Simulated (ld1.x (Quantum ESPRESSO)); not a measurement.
aluminium: excitation energies, all-electron against PAW

* Element: Al
* Generator: ld1.x (Quantum ESPRESSO) 7.5
* Type: PAW
* Functional: PBEsol
* Relativity: non-relativistic
* Frozen core: [He]
* Valence charge: 11
* Reference configuration: 2s2 2p6 3s2 3p0 (charge +1)
* Partial waves: 2s (bound): rcut 0.85, rcutus 1.00 bohr; 3s (bound): rcut 0.85, rcutus 1.00 bohr; 2p (bound): rcut 1.20, rcutus 1.35 bohr; 3p (bound, empty): rcut 1.20, rcutus 1.35 bohr
* Local potential: all-electron potential smoothed inside 0.85 bohr (lloc = -2)
* Core correction: Bessel-smoothed model core, default radius (core density twice the valence density)
* Augmentation charge: BESSEL, radius 0.85 bohr

Energies are relative to the spin-unpolarised reference configuration 2s2 2p6 3s2 3p0; without spin polarisation the order of configurations can differ from experiment.

| valence configuration | charge | ΔE all-electron (eV) | error AE − PS (meV) |
| --- | --- | --- | --- |
| 2s2 2p6 3s2 3p1 | 0 | -5.746 | 0.0 |
| 2s2 2p6 3s1 3p0 | +2 | 19.137 | +0.2 |
| 2s2 2p6 3s0 3p0 | +3 | 47.246 | -0.1 |
| 2s2 2p6 3s0 3p3 | 0 | 4.592 | +3.8 |
| 2s2 2p6 3s1 3p2 | 0 | -0.659 | +0.7 |

(1) What are ΔE and the potential's error for 2s2 2p5 3s2 3p1?

(2) What are ΔE and the potential's error for 2s2 2p6 3s2 3p1.3?

Levels in the configuration 2s2 2p6 3s2 3p1:

| level | all-electron (eV) | pseudo (eV) |
| --- | --- | --- |
| 2s | -107.401 | -107.394 |
| 2p | -69.580 | -69.571 |
| 3s | -7.692 | -7.692 |
| 3p | -2.697 | -2.697 |

Results:

(1) ΔE = 76.988 eV all-electron; the error (AE − PS) is -4.5 meV.

(2) ΔE = -6.316 eV all-electron; the error (AE − PS) is 0.0 meV.
